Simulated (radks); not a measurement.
Values are calculated unless marked as measured or tabulated.
Ionisation of the calcium ion Ca2+, [Ar], to Ca3+, [Ne] 3s2 3p5, under several functionals. Scalar-relativistic Kohn-Sham, spin-polarised, spherical densities, finite nucleus; open shells are filled with parallel spins first; a radial shooting solver on a logarithmic mesh with Libxc functionals.

functional                                        E(Ca2+) (hartree)  Exc (hartree)  IE (eV)  -e(HOMO) (eV)  <r> HOMO (bohr)  IE error (eV)
AM05                                                     -678.17895      -34.14839   50.830         42.964            1.257         -0.083
Wu-Cohen GGA                                             -679.33378      -35.33443   50.902         43.040            1.257         -0.011
exchange-only PBE                                        -678.91866      -34.90647   49.620         41.833            1.263         -1.294
LDA (Slater exchange, Perdew-Zunger correlation)         -678.01128      -33.97206   51.006         43.116            1.258         +0.093
XLYP                                                     -680.06187      -36.07232   50.800         42.949            1.260         -0.113
BLYP                                                     -679.89457      -35.90157   50.760         42.908            1.259         -0.154
HCTH/407                                                 -680.01289      -36.06908   51.447         43.628            1.252         +0.534
TASK exchange with Perdew-Wang LDA correlation           -679.64295      -35.64060   52.054         44.364            1.254         +1.141
PW91                                                     -679.87970      -35.89213   51.003         43.141            1.257         +0.090
exchange-only LDA                                        -676.50066      -32.43290   49.260         41.481            1.264         -1.654
r2SCAN                                                   -679.86583      -35.87687   51.466         43.765            1.257         +0.553

NIST Atomic Spectra Database: 50.913 eV (measured). Closest: Wu-Cohen GGA. The Delta-SCF values span 2.79 eV, the total energies 3.56 hartree. The highest occupied level is 3p. Open shells are spherical and high-spin; term and fine-structure splittings are not resolved.
